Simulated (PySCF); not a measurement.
Some computed properties have been withheld. Give your best values.

C₈H₉N.
Structure used (GFN2-xTB), in Å, numbered top down from 1:
```
atom  x, y, z in Å
H1     4.266    0.402   -0.178
N2     3.482    0.025    0.349
C3     2.364    0.086   -0.223
C4     1.164   -0.424    0.450
C5     0.076   -1.042   -0.384
C6    -1.042   -0.851    0.594
C7    -2.466   -0.865    0.099
C8    -0.149    0.305    0.215
C9    -0.421    1.592   -0.256
C10   -0.660    2.705   -0.642
H11    2.187    0.510   -1.223
H12    1.361   -0.826    1.440
H13    0.091   -1.413   -1.387
H14   -0.916   -1.270    1.590
H15   -3.106   -0.304    0.776
H16   -2.837   -1.887    0.044
H17   -2.532   -0.414   -0.889
H18   -0.870    3.676   -0.975
```

| property | level | value |
| --- | --- | --- |
| point group of the GFN2-xTB geometry | GFN2-xTB | ? |
| rotational constants A, B, C of the GFN2-xTB geometry | GFN2-xTB | 2.535, 1.239, 0.888 GHz |
| dipole moment | PBE0/def2-SVPD | ? |
| HOMO energy | PBE0/def2-SVPD | ? |
| LUMO energy | PBE0/def2-SVPD | ? |
| lowest singlet excitation | TDDFT PBE0/def2-SVPD | ? |
| strongest line among the 6 lowest singlet transitions | TDDFT PBE0/def2-SVPD | S4 at 6.03 eV (205 nm, f = 0.077) |
| lowest triplet excitation (Tamm–Dancoff) | TDA PBE0/def2-SVPD | 4.25 eV |
| static isotropic polarisability | PBE0/def2-SVPD | ? |
| electronic spatial extent ⟨r²⟩ about the centre of nuclear charge | PBE0/def2-SVPD | 1320 bohr² |
| 13C chemical shifts (computed TMS as zero) by class | GIAO PBE0/pcSseg-1 | 172.7 (C3), 83.8 (C9), 80.6 (C10), 55.1 (C4), 43.5 (C6), 25.2 (C5), 15.7 (C7), 12.9 (C8) ppm |
| 1H chemical shifts (computed TMS as zero) by class | GIAO PBE0/pcSseg-1 | 10.95 (H1), 7.94 (H11), 2.35 (H13), 1.78 (H18), 1.74 (H12), 1.26 (H15/H16/H17), 1.17 (H14) ppm |
| isotropic shieldings of nuclei other than C and H, by class | GIAO PBE0/pcSseg-1 | ? |

Gas-phase values; electronic properties from PySCF, density fitting. One conformer (not necessarily the lowest) at the GFN2-xTB geometry, without solvent or vibrations. NMR classes are plain means over equivalent atoms (diastereotopic ones count apart unless rotation or inversion swaps them), as if these changed places fast; in this geometry the members of some classes differ.

Q: What is the LUMO energy?

A: -0.55 eV.

Q: Give the isotropic shieldings of nuclei other than C and H, by class.

A: -94 (N2) ppm.

Q: What is the static isotropic polarisability?

A: 99.6 au.

Q: Give the dipole moment.

A: 2.27 D.

Q: The HOMO energy?

A: -6.95 eV.

Q: The lowest singlet excitation?

A: 5.07 eV (244 nm, f = 0.001).

Q: Give the point group of the GFN2-xTB geometry.

A: C1.

In wavenumbers S1 is 40900 cm⁻¹ (1 eV = 8065.54 cm⁻¹). The dipole matches unit charges of opposite sign 0.47 Å apart (1 e·Å = 4.8032 D). The vertical singlet–triplet gap S1 − T1 is 0.82 eV (TDDFT singlet less Tamm–Dancoff triplet; S1: HOMO−1→LUMO, weight 0.82; T1: HOMO−1→LUMO, weight 0.78). No computed singlet falls in the visible range (750 to 380 nm, 1.65 to 3.26 eV); S1 lies 1.81 eV above its blue end. The largest Löwdin shares of the HOMO are 0.25 on C10, 0.18 on C9, 0.18 on C5 and 0.16 on C8.

For the NMR shielding job (PBE0/pcSseg-1), hardware: an Arm Neoverse V2 with one thread, on a shared host. Cost: 25 s.
